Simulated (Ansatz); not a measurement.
Ansatz (a program for electronic structure) input (B3LYP-D3(BJ)/def2-TZVP):

Ansatz 0.2 input:
```yaml
crystal:
  periodic: [false, false, false]
  atoms:
    - {symbol: S, position_ang: [-0.42520506, -0.46220139, 0.68952354]}
    - {symbol: O, position_ang: [0.06018539, 0.86483740, 0.08454634]}
    - {symbol: O, position_ang: [-0.11743302, -1.58678438, -0.07486620]}
    - {symbol: H, position_ang: [0.53698242, 1.17854616, -0.70276224]}
basis:
  gaussian:
    orbitals: def2-TZVP
hamiltonian:
  xc: b3lyp
  dispersion: d3bj
total_charge: 1
relax: {f_tol: 0.002, max_steps: 150}
```

End of the output:

```
these checks for a lower state are left out or cut short: starts, cluster_reference, orbital_swaps, neighbouring_geometries, increment
integrals: 0.03 GiB planned
617 factors; their error is unknown
mean field: 0.27 GiB planned
mean field -14938.39747380 eV, -548.9759815526 hartree, gradient 1.5e-5 eV, S^2 0.000000; 0 other end points of the search recorded, 0 dependent functions left out
the calculation of the forces begins
reference -14938.39764369 eV, -548.9759877961 hartree; 16, 16 occupied and 89, 89 virtual orbitals, 617 factors
relax step   5: F+E_penalty+E_count = -14938.48939697 eV  Δ(F+E_penalty+E_count) = -6.820e-3 eV  max|allowed force component| = 5.854e-2 eV/Å  Δτ_max = 0.0326 Å  (31 SCF iters, accepted)
these checks for a lower state are left out or cut short: starts, cluster_reference, orbital_swaps, neighbouring_geometries, increment
integrals: 0.03 GiB planned
617 factors; their error is unknown
mean field: 0.27 GiB planned
mean field -14938.39756500 eV, -548.9759849041 hartree, gradient 1.4e-5 eV, S^2 0.000000; 0 other end points of the search recorded, 0 dependent functions left out
the calculation of the forces begins
reference -14938.39773482 eV, -548.9759911450 hartree; 16, 16 occupied and 89, 89 virtual orbitals, 617 factors
relax step   6: F+E_penalty+E_count = -14938.48956082 eV  Δ(F+E_penalty+E_count) = -1.639e-4 eV  max|allowed force component| = 2.906e-2 eV/Å  Δτ_max = 0.0070 Å  (32 SCF iters, accepted)
these checks for a lower state are left out or cut short: starts, cluster_reference, orbital_swaps, neighbouring_geometries, increment
integrals: 0.03 GiB planned
617 factors; their error is unknown
mean field: 0.27 GiB planned
mean field -14938.39758820 eV, -548.9759857570 hartree, gradient 1.4e-5 eV, S^2 0.000000; 0 other end points of the search recorded, 0 dependent functions left out
the calculation of the forces begins
reference -14938.39775805 eV, -548.9759919985 hartree; 16, 16 occupied and 89, 89 virtual orbitals, 617 factors
relax step   7: F+E_penalty+E_count = -14938.48957527 eV  Δ(F+E_penalty+E_count) = -1.444e-5 eV  max|allowed force component| = 4.731e-3 eV/Å  Δτ_max = 0.0007 Å  (33 SCF iters, accepted)
these checks for a lower state are left out or cut short: starts, cluster_reference, orbital_swaps, neighbouring_geometries, increment
integrals: 0.03 GiB planned
617 factors; their error is unknown
mean field: 0.27 GiB planned
mean field evaluation 64: about -14938.3976 eV, gradient 3.1e-3 eV
mean field -14938.39758977 eV, -548.9759858146 hartree, gradient 1.4e-5 eV, S^2 0.000000; 0 other end points of the search recorded, 0 dependent functions left out
the calculation of the forces begins
reference -14938.39775961 eV, -548.9759920561 hartree; 16, 16 occupied and 89, 89 virtual orbitals, 617 factors
relax step   8: F+E_penalty+E_count = -14938.48957561 eV  Δ(F+E_penalty+E_count) = -3.470e-7 eV  max|allowed force component| = 6.476e-4 eV/Å  Δτ_max = 0.0001 Å  (33 SCF iters, accepted)
integrals: 0.03 GiB planned
617 factors; their error is unknown
mean field: 0.27 GiB planned
mean field -14938.39758977 eV, -548.9759858146 hartree, gradient 1.4e-5 eV, S^2 0.000000; 1 other end points of the search recorded, 0 dependent functions left out
the calculation of the forces begins
reference -14938.39775961 eV, -548.9759920561 hartree; 16, 16 occupied and 89, 89 virtual orbitals, 617 factors
Total energy: -14938.48974546 eV, -548.9793724735 hartree
Atom 0 at    -0.417572    -0.426895     0.683094 Å, force    -0.000075     0.000648     0.000276 eV/Å
Atom 1 at     0.031833     0.936274     0.148383 Å, force     0.000012    -0.000357    -0.000113 eV/Å
Atom 2 at    -0.081244    -1.532516    -0.128820 Å, force     0.000164    -0.000202    -0.000340 eV/Å
Atom 3 at     0.521512     1.017534    -0.706215 Å, force    -0.000102    -0.000088     0.000178 eV/Å
Dipole moment:     0.065941     0.352169    -0.048994 e Å
```

It need not be the lowest isomer of its formula.
